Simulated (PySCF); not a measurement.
C2H5F2GeN (SMILES C=[CH][Ge]([NH2])([F])[F]), singlet, geometry from GFN2-xTB; PySCF with CASSCF(6,7)/STO-3G.

The PySCF input:
```python
from pyscf import gto, scf, mcscf
import numpy

mol = gto.Mole()
mol.atom = '''
    C    -2.401662   -0.929804   -0.683340
    C    -1.689937    0.140922   -0.384120
    Ge    0.219405    0.078522    0.042038
    N     1.222072   -1.343470   -0.437137
    F     0.947080    1.600443   -0.485863
    F     0.501178    0.196983    1.756853
    H    -1.961648   -1.913341   -0.716570
    H    -3.456385   -0.863587   -0.904249
    H    -2.134565    1.125406   -0.350443
    H     2.090408   -1.433446    0.074627
    H     1.402022   -1.466999   -1.422771
'''
mol.basis = 'sto-3g'
mol.charge = 0
mol.spin = 0
mol.verbose = 4
mol.build()

mf = scf.RHF(mol)
mf.kernel()
mc = mcscf.CASSCF(mf, 7, 6)
mc.fix_spin_(ss=0.0)
mc.kernel()
occ = numpy.linalg.eigvalsh(mc.fcisolver.make_rdm1(mc.ci, mc.ncas, mc.nelecas))[::-1]
ss = mc.fcisolver.spin_square(mc.ci, mc.ncas, mc.nelecas)[0]
print('natural occupations', occ.round(4), ' <S^2>', round(ss, 4))
```

It wrote (shortened):

```
PySCF version 2.14.0

[INPUT] verbose = 4
[INPUT] num. atoms = 11
[INPUT] num. electrons = 74
[INPUT] charge = 0
[INPUT] spin (= nelec alpha-beta = 2S) = 0
[INPUT] symmetry False subgroup None
[INPUT] Mole.unit = angstrom
[INPUT] Symbol           X                Y                Z      unit          X                Y                Z       unit  Magmom
[INPUT]  1 C     -2.401662000000  -0.929804000000  -0.683340000000 AA   -4.538483423775  -1.757074909525  -1.291325449960 Bohr   0.0
[INPUT]  2 C     -1.689937000000   0.140922000000  -0.384120000000 AA   -3.193518097769   0.266303984926  -0.725881598968 Bohr   0.0
[INPUT]  3 Ge     0.219405000000   0.078522000000   0.042038000000 AA    0.414615360360   0.148385074753   0.079440306824 Bohr   0.0
[INPUT]  4 N      1.222072000000  -1.343470000000  -0.437137000000 AA    2.309381384499  -2.538790356569  -0.826069208914 Bohr   0.0
[INPUT]  5 F      0.947080000000   1.600443000000  -0.485863000000 AA    1.789721818053   3.024398947977  -0.918148004060 Bohr   0.0
[INPUT]  6 F      0.501178000000   0.196983000000   1.756853000000 AA    0.947089159657   0.372243921195   3.319971011121 Bohr   0.0
[INPUT]  7 H     -1.961648000000  -1.913341000000  -0.716570000000 AA   -3.706977472801  -3.615690472901  -1.354121049080 Bohr   0.0
[INPUT]  8 H     -3.456385000000  -0.863587000000  -0.904249000000 AA   -6.531621031055  -1.631942914735  -1.708782958412 Bohr   0.0
[INPUT]  9 H     -2.134565000000   1.125406000000  -0.350443000000 AA   -4.033743245082   2.126709118942  -0.662241292271 Bohr   0.0
[INPUT] 10 H      2.090408000000  -1.433446000000   0.074627000000 AA    3.950298608600  -2.708820354353   0.141024591498 Bohr   0.0
[INPUT] 11 H      1.402022000000  -1.466999000000  -1.422771000000 AA    2.649437600615  -2.772226335011  -2.688647527974 Bohr   0.0

nuclear repulsion = 497.358466456691
number of shells = 28
number of NR pGTOs = 144
number of NR cGTOs = 48
basis = sto-3g
ecp = {}

******** <class 'pyscf.scf.hf.RHF'> ********
method = RHF
initial guess = minao
damping factor = 0
level_shift factor = 0
DIIS = <class 'pyscf.scf.diis.CDIIS'>
diis_start_cycle = 1
diis_space = 8
diis_damp = 0
SCF conv_tol = 1e-09
SCF conv_tol_grad = None
SCF max_cycles = 50
direct_scf = True
direct_scf_tol = 1e-13
Set gradient conv threshold to 3.16228e-05
Initial guess from minao.
init E= -2376.98885232045
  HOMO = -0.418899192527191  LUMO = -0.108480544551847  gap/eV = 8.44692
cycle= 1 E= -2379.11793077917  delta_E= -2.13  |g|= 0.566  |ddm|= 4.05
  HOMO = -0.218168568612692  LUMO = 0.223636747111692  gap/eV = 12.02213
cycle= 2 E= -2379.28322961864  delta_E= -0.165  |g|= 0.139  |ddm|= 1.18
  HOMO = -0.314358119682853  LUMO = 0.293087175003647  gap/eV = 16.52943
cycle= 3 E= -2379.29253726964  delta_E= -0.00931  |g|= 0.0449  |ddm|= 0.274
  HOMO = -0.322176764796417  LUMO = 0.284420446427888  gap/eV = 16.50635
cycle= 4 E= -2379.29379021103  delta_E= -0.00125  |g|= 0.0202  |ddm|= 0.104
  HOMO = -0.321831283605774  LUMO = 0.282296015328225  gap/eV = 16.43914
cycle= 5 E= -2379.29398715159  delta_E= -0.000197  |g|= 0.00482  |ddm|= 0.0413
  HOMO = -0.321933625217769  LUMO = 0.284526781176698  gap/eV = 16.50263
cycle= 6 E= -2379.29400915629  delta_E= -2.2e-05  |g|= 0.00132  |ddm|= 0.0169
  HOMO = -0.322209187821471  LUMO = 0.284490527519421  gap/eV = 16.50914
cycle= 7 E= -2379.29401026927  delta_E= -1.11e-06  |g|= 0.000286  |ddm|= 0.0038
  HOMO = -0.322159637873475  LUMO = 0.284481501861916  gap/eV = 16.50755
cycle= 8 E= -2379.29401032537  delta_E= -5.61e-08  |g|= 8.2e-05  |ddm|= 0.000767
  HOMO = -0.32219391020793  LUMO = 0.284484212657982  gap/eV = 16.50855
cycle= 9 E= -2379.29401032986  delta_E= -4.49e-09  |g|= 1.22e-05  |ddm|= 0.00024
  HOMO = -0.322191844614614  LUMO = 0.284485892022966  gap/eV = 16.50854
cycle= 10 E= -2379.29401032996  delta_E= -1.05e-10  |g|= 3.56e-06  |ddm|= 3.39e-05
  HOMO = -0.322192162319878  LUMO = 0.284485998065948  gap/eV = 16.50855
Extra cycle  E= -2379.29401032997  delta_E= -1.05e-11  |g|= 1.75e-06  |ddm|= 8.44e-06
converged SCF energy = -2379.29401032997

******** <class 'pyscf.mcscf.mc1step.CASSCF'> ********
CAS (3e+3e, 7o), ncore = 34, nvir = 7
max_cycle_macro = 50
max_cycle_micro = 4
conv_tol = 1e-07
conv_tol_grad = None
orbital rotation max_stepsize = 0.02
orbital rotation threshold for CI restart = 0.01
augmented hessian ah_max_cycle = 30
augmented hessian ah_conv_tol = 1e-12
augmented hessian ah_linear dependence = 1e-14
augmented hessian ah_level shift = 1e-08
augmented hessian ah_start_tol = 2.5
augmented hessian ah_start_cycle = 3
augmented hessian ah_grad_trust_region = 3
kf_trust_region = 3
kf_interval = 4
ci_response_space = 4
ci_grad_trust_region = 3
with_dep4 0
natorb = False
canonicalization = True
sorting_mo_energy = False
ao2mo_level = 2
internal_rotation = False
******** <class 'pyscf.fci.addons.SpinPenaltyFCISolver'> ********
max. cycles = 50
conv_tol = 1e-08
davidson only = True
linear dependence = 1e-12
level shift = 0.001
max iter space = 12
nroots = 1
pspace_size = 400
spin = None
CASCI E = -2379.33417787668  S^2 = 0.0000000
Set conv_tol_grad to 0.000316228
macro iter   1 ( 21 JK    4 micro), CASSCF E = -2379.34840131315  dE = -1.42234365e-02  S^2 = 0.0000000
               |grad[o]|=0.0283  |grad[c]|=0.0219  |ddm|=0.0644  |maxRot[o]|=0.276
macro iter   2 ( 21 JK    4 micro), CASSCF E = -2379.36036188420  dE = -1.19605710e-02  S^2 = 0.0000000
               |grad[o]|=0.0265  |grad[c]|=0.0332  |ddm|=0.031  |maxRot[o]|=0.246
macro iter   3 ( 21 JK    4 micro), CASSCF E = -2379.36481746881  dE = -4.45558461e-03  S^2 = 0.0000000
               |grad[o]|=0.0208  |grad[c]|=0.0127  |ddm|=0.0151  |maxRot[o]|=0.114
macro iter   4 ( 21 JK    4 micro), CASSCF E = -2379.36632997534  dE = -1.51250653e-03  S^2 = 0.0000000
               |grad[o]|=0.0152  |grad[c]|=0.0135  |ddm|=0.0133  |maxRot[o]|=0.0878
macro iter   5 ( 21 JK    4 micro), CASSCF E = -2379.36671651821  dE = -3.86542870e-04  S^2 = 0.0000000
               |grad[o]|=0.0131  |grad[c]|=0.0168  |ddm|=0.0143  |maxRot[o]|=0.0557
macro iter   6 ( 21 JK    4 micro), CASSCF E = -2379.36648364447  dE =  2.32873737e-04  S^2 = 0.0000000
               |grad[o]|=0.0127  |grad[c]|=0.0184  |ddm|=0.0138  |maxRot[o]|=0.0267
macro iter   7 ( 21 JK    4 micro), CASSCF E = -2379.36879691169  dE = -2.31326722e-03  S^2 = 0.0000000
               |grad[o]|=0.0127  |grad[c]|=0.00205  |ddm|=0.0078  |maxRot[o]|=0.0548
macro iter   8 ( 21 JK    4 micro), CASSCF E = -2379.36928650185  dE = -4.89590161e-04  S^2 = 0.0000000
               |grad[o]|=0.011  |grad[c]|=0.00389  |ddm|=0.0093  |maxRot[o]|=0.135
macro iter   9 ( 21 JK    4 micro), CASSCF E = -2379.36904336398  dE =  2.43137869e-04  S^2 = 0.0000000
               |grad[o]|=0.0103  |grad[c]|=0.0107  |ddm|=0.00831  |maxRot[o]|=0.0374
macro iter  10 ( 21 JK    4 micro), CASSCF E = -2379.37068271857  dE = -1.63935459e-03  S^2 = 0.0000000
               |grad[o]|=0.0104  |grad[c]|=0.00112  |ddm|=0.00543  |maxRot[o]|=0.038
macro iter  11 ( 21 JK    4 micro), CASSCF E = -2379.37116031598  dE = -4.77597413e-04  S^2 = 0.0000000
               |grad[o]|=0.00859  |grad[c]|=0.00473  |ddm|=0.0067  |maxRot[o]|=0.074
macro iter  12 ( 21 JK    4 micro), CASSCF E = -2379.37107136068  dE =  8.89553062e-05  S^2 = 0.0000000
               |grad[o]|=0.00795  |grad[c]|=0.0081  |ddm|=0.00623  |maxRot[o]|=0.0625
macro iter  13 ( 21 JK    4 micro), CASSCF E = -2379.37221009826  dE = -1.13873758e-03  S^2 = 0.0000000
               |grad[o]|=0.00809  |grad[c]|=0.00158  |ddm|=0.00353  |maxRot[o]|=0.0564
macro iter  14 ( 21 JK    4 micro), CASSCF E = -2379.37292924457  dE = -7.19146312e-04  S^2 = 0.0000000
               |grad[o]|=0.00633  |grad[c]|=0.00387  |ddm|=0.00319  |maxRot[o]|=0.139
macro iter  15 ( 21 JK    4 micro), CASSCF E = -2379.37355392930  dE = -6.24684732e-04  S^2 = 0.0000000
               |grad[o]|=0.00508  |grad[c]|=0.00532  |ddm|=0.00329  |maxRot[o]|=0.209
macro iter  16 ( 21 JK    4 micro), CASSCF E = -2379.37386074936  dE = -3.06820052e-04  S^2 = 0.0000000
               |grad[o]|=0.00398  |grad[c]|=0.00714  |ddm|=0.00442  |maxRot[o]|=0.258
macro iter  17 ( 17 JK    4 micro), CASSCF E = -2379.37445012820  dE = -5.89378844e-04  S^2 = 0.0000000
               |grad[o]|=0.00388  |grad[c]|=0.00297  |ddm|=0.00154  |maxRot[o]|=0.0585
macro iter  18 ( 16 JK    4 micro), CASSCF E = -2379.37462781460  dE = -1.77686404e-04  S^2 = 0.0000000
               |grad[o]|=0.0013  |grad[c]|=0.00919  |ddm|=0.00402  |maxRot[o]|=0.106
macro iter  19 ( 17 JK    4 micro), CASSCF E = -2379.37610226924  dE = -1.47445464e-03  S^2 = 0.0000000
               |grad[o]|=0.00204  |grad[c]|=0.0309  |ddm|=0.0141  |maxRot[o]|= 0.21
macro iter  20 ( 21 JK    4 micro), CASSCF E = -2379.37836209836  dE = -2.25982912e-03  S^2 = 0.0000000
               |grad[o]|=0.0065  |grad[c]|=0.0235  |ddm|=0.00772  |maxRot[o]|=0.177
macro iter  21 ( 16 JK    4 micro), CASSCF E = -2379.38040054444  dE = -2.03844608e-03  S^2 = 0.0000000
               |grad[o]|=0.00881  |grad[c]|=0.0296  |ddm|=0.00482  |maxRot[o]|= 0.14
macro iter  22 ( 20 JK    4 micro), CASSCF E = -2379.38062029139  dE = -2.19746949e-04  S^2 = 0.0000000
               |grad[o]|=0.00554  |grad[c]|=0.0238  |ddm|=0.00488  |maxRot[o]|=0.0532
macro iter  23 ( 18 JK    4 micro), CASSCF E = -2379.38058310670  dE =  3.71846932e-05  S^2 = 0.0000000
               |grad[o]|=0.00577  |grad[c]|=0.0145  |ddm|=0.00382  |maxRot[o]|=0.0881
macro iter  24 ( 19 JK    4 micro), CASSCF E = -2379.38126571105  dE = -6.82604356e-04  S^2 = 0.0000000
               |grad[o]|=0.0052  |grad[c]|=0.00417  |ddm|=0.00295  |maxRot[o]|=0.0531
macro iter  25 ( 17 JK    4 micro), CASSCF E = -2379.38147326366  dE = -2.07552611e-04  S^2 = 0.0000000
               |grad[o]|=0.00314  |grad[c]|=0.00509  |ddm|=0.00291  |maxRot[o]|=0.0323
macro iter  26 ( 15 JK    4 micro), CASSCF E = -2379.38160226239  dE = -1.28998724e-04  S^2 = 0.0000000
               |grad[o]|=0.00226  |grad[c]|=0.00228  |ddm|=0.00181  |maxRot[o]|=0.0421
macro iter  27 ( 12 JK    3 micro), CASSCF E = -2379.38165019320  dE = -4.79308155e-05  S^2 = 0.0000000
               |grad[o]|=0.00123  |grad[c]|=0.000837  |ddm|=0.000985  |maxRot[o]|=0.0198
macro iter  28 ( 10 JK    2 micro), CASSCF E = -2379.38165653513  dE = -6.34192656e-06  S^2 = 0.0000000
               |grad[o]|=0.000406  |grad[c]|=0.000606  |ddm|=0.000356  |maxRot[o]|=0.0115
macro iter  29 (  5 JK    1 micro), CASSCF E = -2379.38165702342  dE = -4.88294518e-07  S^2 = 0.0000000
               |grad[o]|=0.000127  |grad[c]|=0.00049  |ddm|=7.8e-05  |maxRot[o]|=0.00681
macro iter  30 (  5 JK    1 micro), CASSCF E = -2379.38165718124  dE = -1.57814156e-07  S^2 = 0.0000000
               |grad[o]|=5.75e-05  |grad[c]|=0.000298  |ddm|=4.2e-05  |maxRot[o]|=0.00566
macro iter  31 (  4 JK    1 micro), CASSCF E = -2379.38165723031  dE = -4.90767889e-08  S^2 = 0.0000000
               |grad[o]|=3.67e-05  |grad[c]|=0.000155  |ddm|=2.39e-05  |maxRot[o]|=0.00314
1-step CASSCF converged in  31 macro (548 JK 112 micro) steps
CASSCF canonicalization
Density matrix diagonal elements [1.98144113 1.89602667 1.96763932 0.09386861 0.00985034 0.02768943
 0.02348451]
CASSCF energy = -2379.38165723031
CASCI E = -2379.38165723031  E(CI) = -8.45647164276943  S^2 = 0.0000000
natural occupations [1.9838e+00 1.9658e+00 1.8960e+00 1.0340e-01 3.3700e-02 1.6400e-02
 8.0000e-04]  <S^2> 0.0
```
